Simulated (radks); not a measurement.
Species: the arsenic ion As4+. Configuration: [Ar] 3d10 4s1 (the NIST ground configuration). Calculated with a radial shooting solver on a logarithmic mesh with Libxc functionals: scalar-relativistic Kohn-Sham, r2SCAN, spin-polarised, spherical densities, finite nucleus; open shells are filled with parallel spins first; meta-GGA in the generalised Kohn-Sham scheme; Fermi nuclear charge, rms radius 4.0968 fm. Some entries of the table are withheld. Estimate them.

orbital  occ.  eigenvalue (eV)  <r> (bohr)
1s up       1        -11803.24     0.04550
1s down     1        -11803.14     0.04550
2s up       1        -1550.137      0.2025
2s down     1        -1550.113      0.2025
2p up       3        -1363.508      0.1772
2p down     3        -1363.460      0.1772
3s up       1        -246.0881         (1)
3s down     1        -245.9449         (2)
3p up       3              (3)      0.6157
3p down     3              (4)      0.6150
3d up       5         -91.6283      0.6679
3d down     5         -91.2958      0.6625
4s up       1         -58.1165         (5)
4s down     0         -54.5048         (6)

Answer. 
(1) 3s up <r> (bohr): 0.5969
(2) 3s down <r> (bohr): 0.5967
(3) 3p up eigenvalue (eV): -187.5721
(4) 3p down eigenvalue (eV): -187.3989
(5) 4s up <r> (bohr): 1.676
(6) 4s down <r> (bohr): 1.679
